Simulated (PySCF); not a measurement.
MoO2FCl, SMILES [O]=[Mo](=[O])([F])[Cl], multiplicity 1.

Geometry: B3LYP-D3(BJ)/def2-SVP. The multiplicity is an assumed one; no other spin state was optimised. The structure was generated by enumeration; whether it is a known compound was not checked. The def2 effective core potentials stand for the cores of Mo; spin–orbit coupling is left out.

Calculation: B3LYP-D3(BJ)/def2-SVP (PySCF).

Frequencies are harmonic and unscaled.

```csv
mode,ν (cm⁻¹),IR (km/mol),moving atoms (share of kinetic energy)
1,149,3.5,"F 53 %, Cl 27 %, Mo 13 %"
2,192,5.0,"O 55 %, Cl 22 %, Mo 19 %"
3,239,4.6,"O 52 %, F 40 %"
4,254,10.0,"O 59 %, Cl 16 %, F 14 %, Mo 10 %"
5,358,5.2,"O 77 %, Cl 13 %"
6,443,58.5,"Cl 52 %, Mo 33 %, O 14 %"
7,723,114.7,"F 81 %, Mo 18 %"
8,1042,181.7,"O 81 %, Mo 19 %"
9,1065,97.7,"O 88 %, Mo 12 %"
```
